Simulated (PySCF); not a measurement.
Computed properties of C3H6FNSi, SMILES F[SiH2]CCC#N

C3H6FNSi, SMILES C(CC[SiH2]F)#N. Coordinates come from a B3LYP-D3(BJ)/def2-SVP optimisation. The structure was generated by enumeration, and PubChem lists no compound with its InChIKey, so it may never have been made. One conformer was computed; it need not be the lowest. All values are computed for the isolated molecule unless a solvent is named; none is compared with measurement here.

**Structure.** All 30 harmonic modes at B3LYP-D3(BJ)/def2-SVP (PySCF) are real, so it is a minimum. With heavy atoms numbered as in [N:1]#[C:2][CH2:3][CH2:4][SiH2:5][F:6], the shortest bond between them is N1–C2 at 1.158 Å and the longest C4–Si5 at 1.887 Å.

**Vibrations.** The strongest infrared lines (harmonic, unscaled, degenerate partners summed) lie at 932 cm⁻¹ (151 km/mol, H 60 %, C 22 %, Si 12 %), 974 cm⁻¹ (122 km/mol, H 81 %, Si 13 %), 944 cm⁻¹ (106 km/mol, H 68 %, C 24 %). The softest mode is at 42 cm⁻¹ and the zero-point energy is 53.0 kcal/mol.

**Electronic structure.** ωB97X/def2-TZVP (PySCF) places the frontier levels at -11.58 and 1.77 eV, a gap of 13.35 eV, and gives a dipole moment of 3.46 D and a mean polarisability of 61.1 bohr³. PBE/def2-TZVP (PySCF) at the same geometry gives -7.82 and -1.18 eV, so its gap is 6.71 eV narrower. An orbital gap is neither the optical nor the fundamental gap.

**Excitations.** TDA-CAM-B3LYP/def2-SVPD (PySCF) has S1 at 7.61 eV (163 nm, f = 0.000, dark); the most intense of the 10 singlets computed lies at 8.99 eV (f = 0.03). T1 (TDA) is at 6.26 eV, 1.35 eV under S1. TDA-PBE/def2-SVPD (PySCF) puts S1 at 6.81 eV. No vertical singlet excitation falls in the visible range (under 3.1 eV).

**NMR.** GIAO shifts at PBE0/pcSseg-1 (PySCF) (non-relativistic, atoms alike by connectivity averaged): ¹³C from 13.0 to 125.8 ppm against TMS; ¹H from 1.4 to 5.5 ppm against TMS; ²⁹Si at 13.3 ppm against TMS; ¹⁹F at -227.5 ppm against CFCl3.

**Solvation.** SMD-B3LYP/6-31G* (PySCF) gives -3.3 kcal/mol in water, -3.9 kcal/mol in benzene, -3.3 kcal/mol in n-hexane (1 M in both phases, gas-phase geometry); of these solvents benzene holds the molecule best.
